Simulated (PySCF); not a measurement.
Delta-SCF ions had no search for a lower state. Excitations are Tamm–Dancoff values on a coarser integration grid. The basis has no diffuse functions, so Rydberg states are missing or too high.

Z-matrix (Å, degrees):
```
C
H 1 1.1228
C 1 1.5382 2 108.43
H 3 1.0990 1 113.39 2 -46.88
C 3 1.5329 4 116.77 1 -117.43
H 5 1.1014 3 113.40 4 61.81
H 5 1.1018 6 108.92 3 127.64
C 5 1.5331 6 113.46 7 126.20
H 8 1.0989 5 116.73 6 -61.33
C 3 1.5381 4 113.94 1 124.26
H 10 1.1007 3 111.01 4 41.08
H 10 1.1015 11 106.81 3 121.96
C 8 1.5381 9 114.02 5 117.14
H 13 1.0998 8 113.52 9 73.66
H 13 1.1006 14 106.29 8 120.24
B 1 1.5490 2 93.24 3 -124.18
H 16 1.2111 1 120.49 2 91.64
H 16 1.2112 17 118.56 1 172.25
C 8 1.5525 9 112.39 13 126.47
H 19 1.1007 8 108.89 9 42.53
C 19 1.5046 20 106.40 8 122.35
O 21 1.2003 19 124.85 20 -20.19
H 21 1.1261 22 120.52 19 179.76
```
Charge 0, multiplicity 1.

Question: Predict the vertical ionisation energy (Delta-SCF), S1–T1 gap (TDA) and S1 excitation (TDA) from PBE0-D4/def2-TZVP // PBE0-D4/def2-SVP in PySCF.

Answer: 
```
Quantity                                  Value
--------------------------------------  -------
vertical ionisation energy (Delta-SCF)  9.30 eV
S1–T1 gap (TDA)                         0.66 eV
S1 excitation (TDA)                     4.30 eV
```
